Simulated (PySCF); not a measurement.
## Si⁺ (silicon, charge +1) across methods

[Ne] 3s2 3p1, 2P determinant. Calculation: PySCF 2.14, in dyall-av3z (19s12p3d2f, 84 functions); scalar relativity by spin-free X2C-1e. The B2PLYP total includes its PT2 part (frozen core); its orbital energies are those of the SCF part.

```csv
method,E (hartree),mean ε 3s α (eV),mean ε 3s β (eV),mean ε 3p α (eV),Σ⟨r²⟩ (bohr²),⟨S²⟩
LC-wPBE,-289.5879,-23.810,-22.323,-16.115,19.60,0.758
B2PLYP,-289.5770,-21.939,-20.416,-14.273,19.82,0.758
TPSSh,-289.7004,-20.057,-18.859,-12.879,19.66,0.757
LDA,-288.5207,-19.412,-18.567,-12.067,19.72,0.752
r2SCAN,-289.6552,-19.568,-18.561,-12.554,19.73,0.760
HSE06,-289.5840,-20.304,-19.138,-12.921,19.69,0.756
PBE,-289.5448,-19.313,-18.426,-12.185,19.72,0.754
PBE0,-289.5671,-20.712,-19.525,-13.328,19.71,0.756
UHF,-289.18290,-24.130,-21.725,-16.204,20.02,0.766
```
